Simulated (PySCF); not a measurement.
HAlF, SMILES `[AlH][F]` (charge 0, multiplicity 2)

Computed with M06-2X/def2-TZVP // PBE0-D3(BJ)/def2-TZVP (PySCF 2.14.0).

```yaml
highest_occupied_spin_orbital: -6.94 eV
dipole_moment: 1.82 D
total_energy: -9330.52 eV
cost: around 110 core-seconds (rough)
```

```xyz
3

F      1.3972    -0.2497     0.0000
Al    -0.0359     0.5796     0.0000
H     -1.3613    -0.3299     0.0000
```
Charge 0, spin multiplicity 2.
